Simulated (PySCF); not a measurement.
Structure with atom numbers: `[F:1][CH:2]([F:3])/[CH:4]=[N:5]/[SiH3:6]`. Hydrogens are named by the atom that carries them.

Geometry: PBE0-D3(BJ)/def2-SVP; GIAO absolute shieldings from PySCF 2.14.0 with density-fitted response routines, gas phase, non-relativistic, averaged over equivalent atoms.

At LC-wPBE/pcSseg-2 (293 basis functions, 69 s wall time on 1 thread of an Arm Neoverse V1, shared host):
| atoms | σ (ppm) |
| --- | --- |
| F1/F3 | 321.9 |
| C4 | -1.1 |
| C2 | 64.7 |
| N5 | -138.3 |
| Si6 | 387.4 |
| H(C4) | 22.89 |
| H(C2) | 25.75 |
| H(Si6) | 26.51 |

Estimate the result of repeating the calculation with wB97X-D/pcSseg-2.

Answers


```
 atoms  σ at wB97X-D/pcSseg-2  change
 F1/F3                  316.9    -5.0
    C4                    0.0    +1.1
    C2                   63.2    -1.5
    N5                 -139.1    -0.8
   Si6                  384.3    -3.1
 H(C4)                  22.84   -0.05
 H(C2)                  25.87   +0.12
H(Si6)                  26.48   -0.03
```

The largest change is at F1/F3 (fluorine of a CF2 group). Cost: 293 basis functions, 52 s wall time on 1 thread of an Arm Neoverse V1, shared host.
